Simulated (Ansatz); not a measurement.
The first iterations of a band of CH6B2O (10 atoms, charge 0, multiplicity 1).

These are results of RKS PBE-D4/def2-SVP (Ansatz 0.2.0), not measurements.

| Quantity | Value |
| --- | --- |
| movable images | 7 |
| climbing image | yes |
| spring | 5.0 eV/Å² |
| optimiser | quadratic models (default) |
| start path | IDPP |
| force threshold | 0.05 eV/Å |
| iteration limit | 60 |
| end points | relaxed |

First end point:

```xyz
10
Properties=species:S:1:pos:R:3
B -1.322 0.621 -0.019
C -0.376 -0.584 -0.263
B 0.953 -0.225 0.536
O 2.091 0.208 -0.071
H -1.474 1.481 -0.870
H -1.882 0.765 1.053
H -0.161 -0.792 -1.331
H -0.761 -1.487 0.261
H 1.017 -0.312 1.749
H 2.000 0.273 -1.041
```

Last end point:

```xyz
10
Properties=species:S:1:pos:R:3
B -1.296 0.685 -0.113
C -0.292 -0.423 -0.523
B 1.114 0.047 0.057
O 1.698 -0.523 1.146
H -1.292 1.765 -0.677
H -2.062 0.524 0.822
H -0.133 -0.402 -1.624
H -0.559 -1.441 -0.169
H 1.745 0.957 -0.449
H 1.160 -1.240 1.532
```

| iteration | highest image above the first end (eV) | largest band force component (eV/Å) |
| --- | --- | --- |
| 1 | 0.273 | 1.009 |
| 2 | 0.187 | 0.727 |

Q: Does the band converge within its limit, and where does its top end?

A: The forces met the threshold. It ended after 7 iterations with the highest image 0.122 eV above the first end. A vibrational analysis at the climbing image gives one clearly imaginary mode, 126i cm⁻¹: a first-order saddle point.

Run time: 2.1 min on 1 thread of Arm Neoverse V1, on a shared host, peak memory 0.11 GiB.
